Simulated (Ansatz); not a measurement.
Born–Oppenheimer molecular dynamics of BBrFH$_{3}$O (7 atoms, charge 0, multiplicity 1). It starts at the highest image of a converged band. Of that band: The profile has 2 maxima (images 5, 8) with wells between them (image 7): this band takes more than one step, which may be the mechanism or a detour left from its start path. A vibrational analysis at the climbing image gives one clearly imaginary mode, 646i cm⁻¹: a first-order saddle point.

Method: RKS B3LYP/def2-SVP (Ansatz 0.2.0).

```json
{"ensemble": "NVE (velocity Verlet)", "time step": "0.5 fs", "steps asked": "200", "starting velocities drawn for": "300 K", "seed": "11940"}
```

First frame:

```xyz
7
Properties=species:S:1:pos:R:3
B 0.012 0.114 -0.048
F 0.002 -0.150 1.544
H 1.131 0.104 -0.458
O -1.003 -0.492 -0.677
H -1.878 -0.400 -0.279
Br -0.441 2.304 0.570
H -0.178 0.930 1.664
```

How far do the bonds stretch over the last three quarters of this one trajectory? (Pairs bonded in most of those frames.)


```
  bond  mean (Å)  spread (Å)  shortest  longest
 B1–F2     1.339       0.053      1.26     1.44
 B1–H3     1.202       0.017      1.17     1.24
 B1–O4     1.348       0.033      1.30     1.40
 O4–H5     0.970       0.006      0.96     0.98
Br6–H7     1.448       0.050      1.36     1.52
```

Mean temperature of the second half: 2013 K. The conserved energy stayed within 0.14 meV per atom of its start (net change -0.044 meV per atom), so the integration is sound. The kinetic energy rose, since the run started high on the potential surface and went downhill. It ends in pieces (BFH2O + BrH), so much of that is their flight and rotation, not heat. A run of 0.1 ps of so small a system gives no equilibrium averages. The orbitals stay closed-shell, which can raise the energy where a bond breaks towards radicals; this wasn't checked here.

Time of the run: 6.6 min on 2 threads of Arm Neoverse V1, on a shared host, peak memory 0.18 GiB.
